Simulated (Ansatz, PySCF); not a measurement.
System: HS$_{2}$, net charge 0, doublet state. It need not be the lowest isomer of its formula. SMILES: [S]S
Geometry: optimised at B3LYP-D3(BJ)/def2-TZVP (Ansatz, a quantum-chemistry and plane-wave program).

Property: vertical ionisation energy (to the triplet state of charge +1; each state is the SCF solution reached for its spin), in eV. Valence correlation only, unless marked. UHF or UKS for open shells. No spin-orbit coupling. Non-relativistic. CBS(X,Y): correlation extrapolated as X^-3; Hartree-Fock from the larger set.

| level | program | vertical ionisation energy (eV) |
|---|---|---|
| HF/aug-cc-pV(Q+d)Z | Ansatz | 8.64 |
| r2SCAN/def2-TZVPD | Ansatz | 9.50 |
| MP2/def2-TZVPPD | Ansatz | 9.50 |
| MP2/CBS(def2-TZVPPD,def2-QZVPPD) | Ansatz | 9.67 |
| RI-MP2/def2-TZVPPD | Ansatz | 9.50 |
| RI-MP2/def2-QZVPPD | Ansatz | 9.59 |
| SCS-MP2/aug-cc-pV(D+d)Z | Ansatz | 9.35 |
| CCSD/aug-cc-pV(D+d)Z | Ansatz | 9.32 |
| CCSD/def2-TZVPPD | Ansatz | 9.47 |
| CCSD(T)/CBS(def2-TZVPPD,def2-QZVPPD) | Ansatz | 9.68 |

For comparison, minus the highest occupied orbital energy (PySCF): 8.12 eV at M06-2X/def2-TZVPD, 7.60 eV at MN15/def2-TZVPD, 5.86 eV at SVWN5/def2-TZVPD.
